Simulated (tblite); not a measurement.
Species: C5H13BGaN.
Numbering: `[BH2:1][C:2](=[CH2:3])[Ga@@H-:4]([NH3+:5])[CH2:6][CH:7]=[CH2:8]` (hydrogens: H9, H10 on B1; H11, H12 on C3; H13 on Ga4; H14, H15, H16 on N5; H17, H18 on C6; H19 on C7; H20, H21 on C8)
Bond orders are those of one Lewis drawing.

Computed with GFN2-xTB (tblite), gas phase: L-BFGS steps from a force-field or distance-geometry start until the largest atomic force falls under 0.01 eV/Å.

The end geometry, which sets the zero of energy:
```
atom  x, y, z in Å
B1     -0.9142   -0.6832    1.8017
C2     -1.6949   -0.5299    0.5224
C3     -2.9670   -0.4436    0.1506
Ga4    -0.4901   -0.2543   -1.1342
N5     -0.3041    1.9652   -0.7999
C6      1.5223   -0.7458   -1.2330
C7      2.1713   -0.0913   -0.0748
C8      2.3004   -0.6379    1.1282
H9     -0.5170    0.2753    2.3576
H10    -0.6386   -1.7489    2.2052
H11    -3.7892   -0.4866    0.8547
H12    -3.2552   -0.3429   -0.8980
H13    -1.4015   -0.1106   -2.4387
H14     0.1269    2.0863    0.1145
H15     0.2274    2.4991   -1.4836
H16    -1.2458    2.3487   -0.7558
H17     1.6312   -1.8336   -1.1706
H18     1.9614   -0.4113   -2.1785
H19     2.5308    0.9224   -0.2388
H20     1.9779   -1.6478    1.3211
H21     2.7591   -0.1124    1.9494
```

**Question.** These geometries come from the run, each turned onto the end geometry. Order them by energy, lowest first.
A.
```
atom  x, y, z in Å
B1     -1.3606    0.0954    1.8687
C2     -1.7651   -0.4800    0.5244
C3     -2.7715   -1.2621    0.1392
Ga4    -0.5974    0.0042   -1.0874
N5      0.0076    2.0729   -0.5344
C6      1.3433   -0.6430   -1.3773
C7      2.1790   -0.2087   -0.2303
C8      2.2471   -0.8612    0.9253
H9     -1.3834    1.2536    2.0236
H10    -0.9102   -0.5529    2.7316
H11    -3.5557   -1.5739    0.8194
H12    -2.8757   -1.6297   -0.8860
H13    -1.4096    0.2801   -2.4526
H14     0.5391    1.7995    0.2895
H15     0.6476    2.5265   -1.1749
H16    -0.6949    2.7533   -0.2695
H17     1.3532   -1.7321   -1.4636
H18     1.6905   -0.2474   -2.3372
H19     2.7091    0.7325   -0.3132
H20     1.7399   -1.7999    1.0602
H21     2.8586   -0.5103    1.7439
```
B.
```
atom  x, y, z in Å
B1     -1.0126   -0.5114    1.7975
C2     -1.7961   -0.4999    0.5140
C3     -3.0556   -0.5590    0.0971
Ga4    -0.5116   -0.2184   -1.0850
N5     -0.2870    2.0001   -0.7350
C6      1.4911   -0.7490   -1.2039
C7      2.2255   -0.1379   -0.0715
C8      2.4697   -0.7337    1.0887
H9     -0.6922    0.5101    2.2912
H10    -0.6283   -1.5222    2.2479
H11    -3.8966   -0.6515    0.7764
H12    -3.3151   -0.5393   -0.9622
H13    -1.3729   -0.0715   -2.4217
H14     0.1364    2.1221    0.1826
H15     0.2578    2.5223   -1.4171
H16    -1.2230    2.3979   -0.6990
H17     1.5894   -1.8398   -1.1745
H18     1.8919   -0.3992   -2.1628
H19     2.5571    0.8878   -0.2200
H20     2.1724   -1.7544    1.2661
H21     2.9909   -0.2361    1.8904
```
C.
```
atom  x, y, z in Å
B1     -0.9817   -0.6353    1.8137
C2     -1.7554   -0.5150    0.5293
C3     -3.0140   -0.4408    0.1153
Ga4    -0.5021   -0.2684   -1.0998
N5     -0.3221    1.9607   -0.7825
C6      1.5162   -0.7362   -1.2108
C7      2.2036   -0.0974   -0.0669
C8      2.4290   -0.6807    1.1032
H9     -0.5739    0.3339    2.3447
H10    -0.6958   -1.6897    2.2363
H11    -3.8593   -0.4686    0.7922
H12    -3.2665   -0.3660   -0.9451
H13    -1.3998   -0.1631   -2.4156
H14     0.0984    2.0730    0.1379
H15     0.2247    2.4954   -1.4538
H16    -1.2601    2.3546   -0.7493
H17     1.6412   -1.8227   -1.1650
H18     1.9262   -0.3802   -2.1622
H19     2.5151    0.9337   -0.2162
H20     2.1520   -1.7067    1.2813
H21     2.9152   -0.1637    1.9127
```
D.
```
atom  x, y, z in Å
B1     -1.2107    0.0299    1.8153
C2     -1.8004   -0.4629    0.5235
C3     -2.8738   -1.1164    0.0901
Ga4    -0.5824   -0.0140   -1.0834
N5     -0.0440    2.0877   -0.5612
C6      1.3545   -0.7178   -1.3121
C7      2.1794   -0.2426   -0.1763
C8      2.3125   -0.8807    0.9793
H9     -1.4516    1.1242    2.1858
H10    -0.4032   -0.6030    2.3826
H11    -3.6402   -1.4909    0.7587
H12    -3.0413   -1.3187   -0.9697
H13    -1.4665    0.2074   -2.3871
H14     0.4537    1.9718    0.3206
H15     0.5524    2.6000   -1.2075
H16    -0.8764    2.6437   -0.3799
H17     1.3279   -1.8123   -1.3285
H18     1.7647   -0.3772   -2.2693
H19     2.6851    0.7110   -0.3143
H20     1.8464   -1.8386    1.1462
H21     2.9050   -0.4837    1.7868
```
E.
```
atom  x, y, z in Å
B1     -1.5231    0.1087    1.9537
C2     -1.5574   -0.4241    0.4983
C3     -2.3442   -1.4836    0.2291
Ga4    -0.5094    0.1718   -1.1485
N5      0.0029    2.2273   -0.5728
C6      1.3462   -0.6624   -1.4776
C7      2.1802   -0.2842   -0.3095
C8      2.0497   -0.8145    0.8999
H9     -0.8815    1.0493    2.2453
H10    -2.1424   -0.4274    2.7919
H11    -2.9646   -1.9588    0.9825
H12    -2.4056   -1.9135   -0.7714
H13    -1.4081    0.5036   -2.4123
H14     0.6403    2.1698    0.2212
H15     0.4323    2.8023   -1.2959
H16    -0.8534    2.6815   -0.2585
H17     1.2000   -1.7486   -1.4993
H18     1.8162   -0.3705   -2.4222
H19     2.9166    0.4982   -0.4776
H20     1.3302   -1.5967    1.0939
H21     2.6662   -0.5112    1.7293
```

**Answer.** C (0.005 eV), B (0.010 eV), D (0.053 eV), A (0.138 eV), E (0.276 eV).

In the order of the answer:

```
step  E above end (eV)  largest force (eV/Å)  rms force component (eV/Å)  rms distance from end (Å)  rms bond change (Å)  bond most changed (Å)
 193             0.005                  0.05                       0.013                      0.081                0.002          Ga4–N5 +0.007
 178             0.010                  0.05                       0.015                      0.157                0.002          Ga4–N5 +0.005
 124             0.053                  0.03                       0.010                      0.611                0.005          Ga4–N5 -0.021
  82             0.138                  0.30                       0.106                      0.716                0.009          Ga4–N5 -0.027
  39             0.276                  0.07                       0.024                      0.906                0.018          Ga4–N5 -0.057
```

The cost below is that of the whole relaxation. Time: 3.5 s of wall time. Hardware: Arm Neoverse N1, one thread (shared host).
